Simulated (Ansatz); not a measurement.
Consider the cleavage of the Si–Si bond: `O[SiH](Cl)[SiH2]Cl` + `O[SiH](O)O` → `O[SiH](O)O[SiH](O)Cl` + `[SiH3]Cl`.

Computed with Ansatz on PBE0-D4/def2-TZVP structures; ΔE is electronic, products minus reactants. CBS: MP2 limit from def2 TZ/QZ plus the TZ coupled-cluster correction, frozen cores. This one scheme is used for every species. DFT in def2-TZVPP. B3LYP here is the variant with VWN-RPA as its local correlation; programs differ in this. Each species was taken in one conformer, which may not be the lowest.

`O[SiH](Cl)[SiH2]Cl`:

Cartesian coordinates in Å:
```
O 0.822 1.642 0.810
Si 1.051 0.243 -0.006
Cl 1.931 -1.193 1.181
Si -1.032 -0.625 -0.645
Cl -2.238 -0.279 1.004
H 0.128 1.652 1.474
H 1.990 0.553 -1.105
H -1.018 -2.083 -0.913
H -1.635 0.090 -1.799
```

`O[SiH](O)O`:

```xyz
8

O     1.141   -0.646    0.987
Si    0.026   -0.306   -0.152
O     0.175    1.184   -0.825
O    -1.456   -0.315    0.533
H     1.061   -0.199    1.833
H     0.210   -1.357   -1.172
H     0.949    1.358   -1.361
H    -2.105    0.282    0.158
```

`O[SiH](O)O[SiH](O)Cl`:

Z-matrix (Å, degrees):
```
Si
O 1 1.632
O 1 1.642 2 109.2
O 1 1.623 2 108.7 3 121.7
H 1 1.471 2 113.8 3 -119.9
H 2 0.961 1 117.4 3 30.9
Si 3 1.611 1 148.8 2 -14.9
H 4 0.959 1 118.2 2 -38.1
O 7 1.620 3 112.7 1 -132.6
Cl 7 2.072 3 106.9 1 -11.9
H 7 1.467 3 112.2 1 106.8
H 9 0.959 7 119.7 3 57.2
```

`[SiH3]Cl`:

Cartesian coordinates in Å:
```
Si 0.060 -0.003 -0.114
Cl -0.894 0.038 1.704
H -0.959 -0.167 -1.176
H 1.004 -1.143 -0.124
H 0.789 1.274 -0.291
```

```
             level  ΔE (kcal/mol)
            B2PLYP          -35.4
               PBE          -27.8
            r2SCAN          -33.3
              PBE0          -30.4
             B3LYP          -34.1
SCS-MP2/def2-TZVPP          -37.0
SCS-MP2/def2-QZVPP          -36.9
    CCSD/CBS(def2)          -35.4
```

Task: What does CCSD(T)/CBS give? (An estimate is asked.)

Result: Ansatz gave: -34.6 kcal/mol. The listed levels differ from it by -0.8, 6.8, 1.3, 4.2, 0.5, -2.4, -2.3, -0.8 kcal/mol.

Largest T1 diagnostic among the species: 0.011.

From PBE to PBE0 (25 % exact exchange), in def2-TZVPP and without D4, ΔE moves by −2.6 kcal/mol. In def2-TZVPP, CCSD(T) changes the Hartree–Fock value by +5.4 kcal/mol (the triples alone add +0.8 kcal/mol) and MP2 by +4.3 kcal/mol.

CCSD(T)/CBS has its own doubt, a few kJ/mol and more with outer-core shells, so smaller differences from it don't rank the levels.
